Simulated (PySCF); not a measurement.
Simulated outer-valence photoelectron spectrum of H3SiCF3 (`FC(F)(F)[SiH3]`). Method used: EOM-IP-CCSD/aug-cc-pVDZ in PySCF, restricted Hartree–Fock reference, 9 core orbitals frozen, non-relativistic, gas phase, PBE0-D3(BJ)/def2-SVP geometry.

Each root has a Gaussian of 0.4 eV full width with its one-hole share as area; cross sections and vibrations are left out, and the highest printed point is 100.

| ionisation energy (eV) | intensity |
| --- | --- |
| 11.6 | 0 |
| 11.7 | 1 |
| 11.8 | 3 |
| 11.9 | 11 |
| 12.0 | 26 |
| 12.1 | 43 |
| 12.2 | 51 |
| 12.3 | 42 |
| 12.4 | 25 |
| 12.5 | 10 |
| 12.6 | 3 |
| 12.7 | 1 |
| 12.8 | 1 |
| 12.9 | 4 |
| 13.0 | 16 |
| 13.1 | 42 |
| 13.2 | 77 |
| 13.3 | 100 |
| 13.4 | 91 |
| 13.5 | 59 |
| 13.6 | 27 |
| 13.7 | 9 |
| 13.8 | 2 |
| 13.9 | 0 |
| 14.0 | 0 |
| 14.1 | 0 |
| 14.2 | 0 |
| 14.3 | 0 |
| 14.4 | 2 |
| 14.5 | 6 |
| 14.6 | 17 |
| 14.7 | 34 |
| 14.8 | 48 |
| 14.9 | 48 |
| 15.0 | 35 |
| 15.1 | 22 |
| 15.2 | 23 |
| 15.3 | 45 |
| 15.4 | 79 |
| 15.5 | 100 |
| 15.6 | 90 |
| 15.7 | 57 |
| 15.8 | 26 |
| 15.9 | 8 |
| 16.0 | 2 |
| 16.1 | 1 |
| 16.2 | 5 |
| 16.3 | 19 |
| 16.4 | 47 |
| 16.5 | 81 |
| 16.6 | 100 |
| 16.7 | 87 |
| 16.8 | 54 |
| 16.9 | 23 |
| 17.0 | 7 |
| 17.1 | 2 |
| 17.2 | 0 |

**Question.** Where are the maxima, and how many lines lie under the curve?

**Answer.** 5 maxima, at 12.2, 13.3, 14.9, 15.5 and 16.6 eV, from 8 lines. At this width some lines have no maximum of their own.

**Question.** List the lines with their holes.

**Answer.** 
| E (eV) | leading hole (HF orbital) | area | Koopmans (eV) |
| --- | --- | --- | --- |
| 12.20 | HOMO | 0.95 | 13.52 |
| 13.32 | HOMO-1 | 0.95 | 13.95 |
| 13.33 | HOMO-2 | 0.95 | 13.96 |
| 14.85 | HOMO-3 | 0.95 | 17.59 |
| 15.52 | HOMO-4 | 0.95 | 18.04 |
| 15.52 | HOMO-5 | 0.95 | 18.04 |
| 16.61 | HOMO-6 | 0.94 | 19.28 |
| 16.61 | HOMO-7 | 0.94 | 19.28 |

The widest gap, 1.52 eV, lies between 13.33 and 14.85 eV. Only orbitals with −ε under 21 eV, eight at most, were ionised, so the high end of the curve may lack lines.
